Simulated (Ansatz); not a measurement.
```yaml
crystal:
  periodic: [false, false, false]
  atoms:
    - {symbol: F, position_ang: [-0.098141, -0.973830, 1.603343]}
    - {symbol: W, position_ang: [0.039795, -0.033060, 0.017537]}
    - {symbol: F, position_ang: [1.840550, -0.496089, 0.186260]}
    - {symbol: S, position_ang: [-0.713046, -1.319141, -1.429344]}
    - {symbol: Cl, position_ang: [0.707259, 1.760830, -1.077492]}
    - {symbol: Cl, position_ang: [-1.783780, 1.169929, 0.757845]}
basis:
  gaussian: {orbitals: def2-TZVPP, nuclear_model: gaussian}
hamiltonian: {xc: {name: PBE}}
kpoints: {mp_grid: {grid: [2, 2, 2]}}
output: {forces: true}
```

```sh
$ ansatz run in.yaml --threads 4 --pin off --events-out ev --progress --plain --max-ram 10444MiB
```

It prints (some lines left out):

```
Error: invalid value for `basis.gaussian`: such a run doesn't read kpoints; remove what it names
```

What is wrong with this run?

The input holds a key that doesn't belong there. The input was rejected before any iteration.
